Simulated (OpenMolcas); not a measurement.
# C⁺: input and output

Input:

```
&GATEWAY
Coord
1

C 0.0 0.0 0.0
Basis=ANO-RCC-VDZ
Group=XYZ
NoMove
AngMom=0.0 0.0 0.0
AMFI
&SEWARD
Relativistic=R03O02
* reference wave functions (RASSCF and RASSI steps not shown): 3 electrons in 4 orbitals (2s 2p)
>>> COPY JOB001 $Project.JobIph
&CASPT2
Multistate=1 1
Frozen=0 0
IPEA=0.5
Shift=0.2
MaxIter=60
WThr=0.0 0.3 0.05
PrWF=0.5
NoMix
>>> COPY JOB002 $Project.JobIph
&CASPT2
Multistate=11 1 2 3 4 5 6 7 8 9 10 11
Frozen=0 0
IPEA=0.5
Shift=0.2
MaxIter=60
WThr=0.0 0.3 0.05
PrWF=0.5
NoMix
>>> COPY JOB003 $Project.JobIph
&CASPT2
Multistate=3 1 2 3
Frozen=0 0
IPEA=0.5
Shift=0.2
MaxIter=60
WThr=0.0 0.3 0.05
PrWF=0.5
NoMix
...
```

Launched by
```bash
OMP_NUM_THREADS=1 MOLCAS_MEM=2252 MOLCAS_PROJECT=a pymolcas a.inp > a.log  # once for each step of the input, in one work folder
```

Output, cut to the results:

```
--- CASPT2 ---
Orbital specifications:
      -----------------------

      Symmetry species                           1   2
                                                ag  au
      Frozen orbitals                            0   0
      Inactive orbitals                          1   0
      Active orbitals                            1   3
      Secondary orbitals                         1   3
      Deleted orbitals                           0   0
      Number of basis functions                  3   6
Type of calculation                        SS-CASPT2
      Fock operator                              state-specific
      IPEA shift                                 0.50
      Real shift                                 0.20
      Imaginary shift                            0.00
      The input orbitals will be transformed to quasi-canonical
Reference energy:         -36.7101072144
      E2 (Non-variational):      -0.0073813666
      Shift correction:          -0.0005052831
      E2 (Variational):          -0.0078866496
      Total energy:             -36.7179938640
      Residual norm:              0.0000001332
      Reference weight:           0.99748
      Contributions to the CASPT2 correlation energy
      Active & Virtual Only:         -0.0053330332
      One Inactive Excited:          -0.0014470813
      Two Inactive Excited:          -0.0006012521
::    CASPT2 Root  1     Total energy:    -36.71799386
--- CASPT2 ---
Orbital specifications:
      -----------------------

      Symmetry species                           1   2
                                                ag  au
      Frozen orbitals                            0   0
      Inactive orbitals                          1   0
      Active orbitals                            1   3
      Secondary orbitals                         1   3
      Deleted orbitals                           0   0
      Number of basis functions                  3   6
Type of calculation                        MS-CASPT2
      Fock operator                              state-specific
      IPEA shift                                 0.50
      Real shift                                 0.20
      Imaginary shift                            0.00
      The input orbitals will be transformed to quasi-canonical
Reference energy:         -37.3376053201
      E2 (Non-variational):      -0.0133473031
      Shift correction:          -0.0012995347
      E2 (Variational):          -0.0146468378
      Total energy:             -37.3522521579
      Residual norm:              0.0000001478
      Reference weight:           0.99354
      Contributions to the CASPT2 correlation energy
      Active & Virtual Only:         -0.0121956058
      One Inactive Excited:          -0.0007831866
      Two Inactive Excited:          -0.0003685107
Reference energy:         -37.3376053201
      E2 (Non-variational):      -0.0133473081
      Shift correction:          -0.0012995359
      E2 (Variational):          -0.0146468439
      Total energy:             -37.3522521640
      Residual norm:              0.0000001478
      Reference weight:           0.99354
      Contributions to the CASPT2 correlation energy
      Active & Virtual Only:         -0.0121956108
      One Inactive Excited:          -0.0007831866
      Two Inactive Excited:          -0.0003685107
::    CASPT2 Root  1     Total energy:    -37.35225216
::    CASPT2 Root  2     Total energy:    -37.35225216
::    CASPT2 Root  3     Total energy:    -37.35225215
::    CASPT2 Root  4     Total energy:    -36.61846525
::    CASPT2 Root  5     Total energy:    -36.61845946
::    CASPT2 Root  6     Total energy:    -36.61830303
::    CASPT2 Root  7     Total energy:    -36.61846051
::    CASPT2 Root  8     Total energy:    -36.61844165
::    CASPT2 Root  9     Total energy:    -36.52146749
::    CASPT2 Root 10     Total energy:    -36.52146750
::    CASPT2 Root 11     Total energy:    -36.52146750
::    MS-CASPT2 Root  1     Total energy:    -37.35225219
::    MS-CASPT2 Root  2     Total energy:    -37.35225218
::    MS-CASPT2 Root  3     Total energy:    -37.35225218
::    MS-CASPT2 Root  4     Total energy:    -36.61875452
::    MS-CASPT2 Root  5     Total energy:    -36.61849252
::    MS-CASPT2 Root  6     Total energy:    -36.61846922
::    MS-CASPT2 Root  7     Total energy:    -36.61828555
::    MS-CASPT2 Root  8     Total energy:    -36.61812828
::    MS-CASPT2 Root  9     Total energy:    -36.52146746
::    MS-CASPT2 Root 10     Total energy:    -36.52146741
::    MS-CASPT2 Root 11     Total energy:    -36.52146735
--- CASPT2 ---
Orbital specifications:
      -----------------------

      Symmetry species                           1   2
                                                ag  au
      Frozen orbitals                            0   0
      Inactive orbitals                          1   0
      Active orbitals                            1   3
      Secondary orbitals                         1   3
      Deleted orbitals                           0   0
      Number of basis functions                  3   6
Type of calculation                        MS-CASPT2
      Fock operator                              state-specific
      IPEA shift                                 0.50
      Real shift                                 0.20
      Imaginary shift                            0.00
      The input orbitals will be transformed to quasi-canonical
Reference energy:         -37.1744571731
      E2 (Non-variational):      -0.0037431378
      Shift correction:          -0.0002598501
      E2 (Variational):          -0.0040029879
      Total energy:             -37.1784601610
      Residual norm:              0.0000002225
      Reference weight:           0.99870
      Contributions to the CASPT2 correlation energy
      Active & Virtual Only:         -0.0029661745
      One Inactive Excited:          -0.0003935184
      Two Inactive Excited:          -0.0003834448
Reference energy:         -37.1744571731
...
```

Levels above the lowest, from the spin-orbit matrix with the multistate effective Hamiltonian, averaged by term, added to it:

| Configuration | Term | J | E (cm⁻¹) | Measured (cm⁻¹) | g | Term weight % |
| --- | --- | --- | --- | --- | --- | --- |
| 2s² 2p | ²P° | 1/2 | 0.0 | 0.0 | 0.666 | 100 |
| 2s² 2p | ²P° | 3/2 | 59.3 | 63.4 | 1.334 | 100 |
| 2s 2p² | ⁴P | 1/2 | 38150 | 43003 | 2.671 | 100 |
| 2s 2p² | ⁴P | 3/2 | 38170 | 43025 | 1.735 | 100 |
| 2s 2p² | ⁴P | 5/2 | 38200 | 43054 | 1.601 | 100 |
| 2s 2p² | ²D | 3/2 | 80710 | 74933 | 0.800 | 100 |
| 2s 2p² | ²D | 5/2 | 80710 | 74930 | 1.200 | 100 |
| 2s 2p² | ²S | 1/2 | 100780 | 96494 | 2.002 | 100 |
| 2s 2p² | ²P | 1/2 | 121030 | 110624 | 0.666 | 100 |
| 2s 2p² | ²P | 3/2 | 121070 | 110666 | 1.334 | 100 |
| 2p³ | ⁴S° | 3/2 | 139240 | 142027 | 2.002 | 100 |
| 2p³ | ²D° | 3/2 | 161100 | 150467 | 0.800 | 100 |
| 2p³ | ²D° | 5/2 | 161100 | 150462 | 1.200 | 100 |
| 2p³ | ²P° | 1/2 | 182370 | 168730 | 0.666 | 100 |
| 2p³ | ²P° | 3/2 | 182380 | 168748 | 1.334 | 100 |

Against the 14 measured excited levels shown (NIST Handbook of Basic Atomic Spectroscopic Data) the mean absolute deviation is 7300 cm-1; the largest miss in energy is 2p³ ²P°_1/2: computed 182370, measured 168730 cm⁻¹ (+8.1 %), and the largest in proportion 2s 2p² ⁴P_1/2 (-11.3 %).

CASPT2 breaks the degeneracy within a term, and the mean is taken; among the terms shown or strongly mixed into the levels shown the widest spread is 140 cm-1 (2p³ ²D°). Terms from blocks run as CI alone lack orbitals of their own. Computed and measured levels are paired by configuration, term and J; levels that our copy of the source lacks, or whose pairing is in doubt (as where it misses far off the trend of its configuration), stay unpaired and out of the deviations. Only configurations of the active space appear.

The CASPT2 steps took 1.8 s on 1 thread of Arm Neoverse V1 (shared host); the integral step is not counted.

The term weight is that of the spin-free term in the level, not the purity of its configuration. ° marks odd parity.
